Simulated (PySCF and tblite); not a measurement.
C₅H₇BrFN, numbered as in [H]/[N:3]=[C:2](\[CH3:1])[CH2:4]/[C:5]([F:6])=[CH:7]/[Br:8]. Free energies: PBE0-D3(BJ)/pcSseg-1 (IEF-PCM, benzene) on GFN2-xTB structures plus GFN2-xTB thermal terms, symmetry and mirror images included. Conformers within 3 kcal/mol (GFN2-xTB free energy) were kept, 4 at most. GIAO shieldings: PBE0/pcSseg-1 (IEF-PCM, benzene). Shifts are against TMS (¹H), TMS (¹³C), CFCl3 (¹⁹F), NH3 (¹⁵N) at the same level. Run with PySCF (density fitting) and tblite.

Torsions listed: N3–C2–C4–C5, C2–C4–C5–F6. Of a mirror pair one member is shown.

```
conformer       shape  point group  mirror pair  ΔE(DFT)  Δ(G−E) at 250 K  δ N3 (ppm)
        1  -129°, 66°           C1          yes     0.00             0.00       353.7
        2    99°, 87°           C1          yes     0.61             0.18       344.2
```

Energies in kcal/mol; the thermal term leaves out symmetry numbers and mirror images.

Work out the weights at 250 K and the ¹⁵N shift of N3 under fast exchange.

RT = 0.497 kcal/mol. Each conformer gets RT ln(σ/g), with σ the rotational symmetry number and g = 2 for a mirror pair: 1: σ = 1, g = 2, G = 0.00 + 0.00 − 0.34 = -0.34, 0.00 above the lowest, exp(−ΔG/RT) = 1.000; 2: σ = 1, g = 2, G = 0.61 + 0.18 − 0.34 = 0.44, 0.78 above the lowest, exp(−ΔG/RT) = 0.207. The sum is 1.207, so the weights are 82.9, 17.1 %. The averaged shift is 352.1 ppm. At 298.15 K it is 351.7 ppm. At 298.15 K the leading conformer alone gives 353.7 ppm and bare DFT energies give 351.2 ppm.

Spin–orbit effects of the heavy atoms on shieldings are missing. Unscaled ¹⁵N shifts at such levels can be off by tens of ppm; differences between conformers or isomers are more reliable.


¹⁵N shifts are against a computed isolated NH3 molecule, about 20 ppm from the liquid.